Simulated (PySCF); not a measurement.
## Telling isomers of C9H12 apart by NMR

PySCF calculation with geometry from PBE0-D3(BJ)/def2-SVP and σ from GIAO-PBE0/pcSseg-1; a single conformation, one averaged value for each set of equivalent atoms, isolated molecule, no relativistic terms.

δ = σ(ref) − σ, references computed at the same level: TMS for ¹H, ¹³C. Where no couplings were computed, multiplicities follow the n + 1 count of equivalent neighbours, and m marks all less simple cases (inequivalent or close neighbours, rings, F or P nearby). Shifts are as computed. Against solution values, carbons near 30 ppm lie about +2 ppm off and those near 130 ppm about +5 ppm (rms about the fit 1.9 ppm; single classes can miss by 10 ppm). Of 1328 compounds with measured shifts, 309 miss one by over three times the rms of a fit or turn the order of signals round; such compounds aren't used in these exercises. Signals without a measured value on file couldn't be tested in this way; 1H shifts scatter by 0.2 ppm about their fit, and single ones miss by 0.5 ppm.

(1) Tabulate the signals of `Cc1cccc(C)c1C`, `C=C/C(C#CC)=C\CC` and their relative energies.

(2) What is the quickest way to tell Cc1cccc(C)c1C from C=C/C(C#CC)=C\CC?

## Answers

(1) 
| SMILES | carbon types | δC | δH | E rel. (kcal/mol) |
| --- | --- | --- | --- | --- |
| Cc1cccc(C)c1C | 3×C 3×CH 3×CH3 | 140.8, 139.8, 133.2, 130.8, 23.0, 16.8 | 7.12 (m, 2H), 7.12 (m, 1H), 2.27 (s, 6H), 2.14 (s, 3H) | 0.0 |
| C=C/C(C#CC)=C\CC | 3×C 2×CH 2×CH2 2×CH3 | 150.6, 137.4, 128.9, 124.9, 93.7, 83.3, 24.9, 15.9, 5.3 | 6.74 (m, 1H), 6.10 (t, 1H), 5.95 (m, 1H), 5.50 (m, 1H), 2.20 (m, 2H), 2.06 (s, 3H), 0.97 (t, 3H) | 71.1 |

Energies are electronic energies at PBE0/pcSseg-1 on these geometries, without zero-point or thermal terms, each for the one conformer computed, which needn't be the lowest.

(2) Count the carbon signals: 6 against 9. The first has a substituted aromatic carbon (C) at 140.8 ppm, the second a terminal =CH2 carbon at 124.9 ppm. Their most deshielded carbons lie at 140.8 and 150.6 ppm.
